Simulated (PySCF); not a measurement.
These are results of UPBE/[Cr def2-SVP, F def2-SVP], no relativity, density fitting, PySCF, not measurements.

```xyz
4
charge 0 multiplicity 4, angstrom
Cr    0.0000    0.0000    0.0000
F     0.0022    0.0000    1.7180
F     1.4868    0.0000   -0.8609
F    -1.4889    0.0000   -0.8571
```

CrF₃ (quartet), along the line from Cr1 (at 0) through F2 (at 1.718 Å).

Task: Tabulate the fields along this line at -0.52, -0.43, -0.34, -0.26, -0.17, -0.09, 0.09, 0.17, 0.26, 0.34, 0.43, 0.52, 0.60, 0.69, 0.77, 0.86, 0.94, 1.03, 1.12, 1.20, 1.29, 1.37, 1.46, 1.55, 1.63, 1.80, 1.89, 1.98, 2.06, 2.15, 2.23, 2.32, 2.41, 2.49, 2.58, 2.66, 2.75 Å.

Result: 
```tsv
distance (Å)	electron density (e/Å³)	spin density (e/Å³)	electron localisation function	electrostatic potential (V)
-0.52	6.32	0.596	0.784	81.8
-0.43	10.5	0.952	0.779	131
-0.34	15	1.4	0.553	222
-0.26	22	1.7	0.128	402
-0.17	101	1.24	0.668	813
-0.09	583	0.287	0.644	2360
0.09	585	0.337	0.647	2360
0.17	101	1.24	0.68	813
0.26	21.1	1.67	0.113	403
0.34	14.1	1.37	0.483	224
0.43	9.87	0.932	0.721	132
0.52	6.03	0.585	0.721	82.7
0.60	3.46	0.34	0.608	54.8
0.69	2.02	0.191	0.398	38.4
0.77	1.32	0.106	0.21	28.4
0.86	1.08	0.0571	0.165	22.3
0.94	1.17	0.0243	0.287	19.2
1.03	1.56	-0.00241	0.574	19.1
1.12	2.27	-0.0292	0.763	22.8
1.20	3.4	-0.0611	0.816	32.4
1.29	5.1	-0.105	0.803	52.5
1.37	7.58	-0.168	0.691	92.1
1.46	10.7	-0.242	0.345	173
1.55	20.8	-0.281	0.127	357
1.63	176	-0.163	0.957	981
1.80	175	-0.241	0.951	980
1.89	21.2	-0.221	0.13	355
1.98	11.1	-0.161	0.397	169
2.06	7.69	-0.103	0.744	87.7
2.15	4.97	-0.0621	0.844	47.1
2.23	3.14	-0.0384	0.864	25.6
2.32	1.95	-0.024	0.854	13.9
2.41	1.18	-0.0148	0.825	7.35
2.49	0.702	-0.00895	0.775	3.71
2.58	0.422	-0.00553	0.702	1.65
2.66	0.26	-0.00355	0.614	0.487
2.75	0.165	-0.00238	0.525	-0.161
```

On a grid of 0.09 Å the density has a local minimum along the bond near 0.86 Å from Cr, at 1.08 e/Å³, where the ELF is 0.17.

With open d or f shells other occupations or spin states may lie lower.
